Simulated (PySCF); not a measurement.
Compound: C₆H₁₀FN.
Z-matrix (Å and degrees, PBE0-D3(BJ)/def2-SVP geometry), rows numbered from 1:
```
C 
N   1  1.4427
C   2  1.4436  1  115.69
C   3  1.5164  2  116.11  1    66.83
C   4  1.4957  3  118.99  2   154.59
C   5  1.4705  4   98.81  3  -154.80
F   6  1.3675  5  120.71  4   -63.73
C   6  1.4708  5   61.51  4    47.02
H   1  1.1103  2  115.62  3   -60.51
H   1  1.1028  2  109.55  3    60.63
H   1  1.1005  2  109.70  3   177.80
H   2  1.0169  1  110.47  3   126.08
H   3  1.1043  2  107.93  1   -55.55
H   3  1.1049  2  108.69  1  -170.22
H   4  1.0975  3  115.11  2   -60.09
H   5  1.0903  4  129.24  8   119.36
H   6  1.0958  5  118.17  8   108.56
H   8  1.0906  4  129.26  5  -118.90
```

All values: CAM-B3LYP/def2-SVPD (PySCF, non-relativistic), on one gas-phase PBE0-D3(BJ)/def2-SVP geometry that isn't relaxed in the solvent. The solvent is an IEF-PCM continuum (van der Waals radii × 1.2). Specific hydrogen bonds and non-electrostatic terms are outside this model.

Gas phase at CAM-B3LYP/def2-SVPD: HOMO -7.86 eV, LUMO 1.36 eV, dipole 1.83 D.

Problem. What does the continuum do to the energy, the frontier levels and the dipole at CAM-B3LYP/def2-SVPD in water?

Solution. 
| solvent | ε | E(solvent) − E(gas) (kJ/mol) | polarisation term (kJ/mol) | distortion of the solute (kJ/mol) | HOMO (eV) | LUMO (eV) | dipole (D) |
| --- | --- | --- | --- | --- | --- | --- | --- |
| water | 78.36 | -26.49 | -31.20 | 4.71 | -7.81 | 1.61 | 2.40 |

Polarisation term: ½ Σ q·V over the induced surface charges. Distortion: the rise of the solute's own energy as its density leaves the gas-phase optimum. The atom shares or the degeneracy of the LUMO differ from the gas phase in water, so that column needn't follow one orbital.

Problem. Which radius a makes the point-dipole formula ΔE = −[(ε − 1)/(2ε + 1)]·μ²/a³ give the value in water, with the gas-phase dipole?

Solution. μ = 0.719 au and |ΔE| = 0.01009 Eh give a = 1.55 Å; the farthest nucleus lies 3.67 Å from the centroid of the nuclei, so such a sphere wouldn't even hold the nuclei. The formula assumes a rigid point dipole at the centre of a sphere.

Problem. How does the static polarisability (CAM-B3LYP/def2-SVPD, frozen core, with the continuum's full static response) change?

Solution. 
| medium | isotropic (au) | principal values (au) | ⟨r²⟩ of the electrons (bohr²) |
| --- | --- | --- | --- |
| gas | 76.2 | 68.2, 71.2, 89.2 | 1232.0 |
| water | 101.8 | 96.6, 98.5, 110.4 | 1232.5 |

The isotropic value in water is 1.34 times the gas-phase one; no cavity-field correction is applied. ⟨r²⟩ is taken about the centre of nuclear charge.
